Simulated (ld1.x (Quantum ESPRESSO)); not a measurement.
**What one change does to a pseudopotential (Tc (Z = 43), TM)**

- Element: technetium
- Generator: ld1.x (Quantum ESPRESSO) 7.5
- Type: norm-conserving Troullier–Martins (Kleinman–Bylander form)
- Functional: LDA (PZ)
- Relativity: scalar-relativistic
- Frozen core: [Kr]
- Valence charge: 7
- Reference configuration: 4d5 5s1.75 5p0.25
- Partial waves: 5s (bound): rc 2.50 bohr; 4d (bound): rc 2.00 bohr; 5p (bound): rc 2.45 bohr
- Local potential: the p channel
- Core correction: Bessel-smoothed model core inside 1.05 bohr

Change: all radii but the core radius scaled by about 0.92 (s 2.28, p 2.24, d 1.84 bohr).

Cutoffs: the cutoffs (Ry, on a coarse ladder) from which the occupation-weighted sum of valence levels, in a spherical-Bessel basis at the reference potential, stays within 10 and 1 mRy of its value at 400 Ry; they do not see the model core or the augmentation charge, which bear on the density cutoff. Errors are all-electron minus pseudo energies relative to the spin-unpolarised reference configuration.

Problem. What does the change do?

Solution. The potential gets neither clearly harder nor softer (40 Ry and 50 Ry → 45 Ry and 50 Ry); both files keep a bound ghost (s); of the 9 tests that both files solve, the error grows in 0 and shrinks in 3 by more than 15 % and 0.3 meV (median size 41.4 → 35.5 meV). Less of the atom is replaced, so other configurations are described better.

| quantity | base | changed |
| --- | --- | --- |
| cutoff, loose | 40 Ry | 45 Ry |
| cutoff, tight | 50 Ry | 50 Ry |
| loose cutoff by channel (10 mRy a level) | s 6 Ry, d 35 Ry, p 6 Ry | s 10 Ry, d 40 Ry, p 15 Ry |
| bound ghosts | s | s |
| error for 4d5 5s2 5p0, meV [ΔE -0.94 eV] | -0.1 | -0.1 |
| error for 4d5 5s1 5p0, meV [ΔE 7.49 eV] | -6.9 | -5.2 |
| error for 4d5 5s0 5p0, meV [ΔE 22.69 eV] | -41 | -35 |
| error for 4d3 5s0 5p0, meV [ΔE 93.85 eV] | -1109 | -1109 |
| error for 4d5 5s0 5p2, meV [ΔE 6.95 eV] | -4.9 | -5.0 |
| error for 4d5.5 5s1.5 5p0, meV [ΔE -1.54 eV] | -38 | -32 |
| error for 4d4 5s2 5p1, meV [ΔE 5.66 eV] | -179 | -115 |
| error for 4d5 5s1.75 5p0.25 (spin-polarised), meV [ΔE -3.76 eV] | +114 | +100 |
| error for 4d5 5s2 5p0 (spin-polarised), meV [ΔE -4.44 eV] | +103 | +92 |

Base: These tests converged, but a pseudo level misses the all-electron one widely, so the file describes the atom poorly there or has found another state: 4d3 5s0 5p0: empty 5s by 4.6 eV (a node warning on the way). Changed file: These tests converged, but a pseudo level misses the all-electron one widely, so the file describes the atom poorly there or has found another state: 4d3 5s0 5p0: empty 5p by 5.5 eV (a node warning on the way). A true bound ghost makes a file unfit for plane-wave use even where its test errors are small: the radial tests pick states by their node count and pass the ghost by.
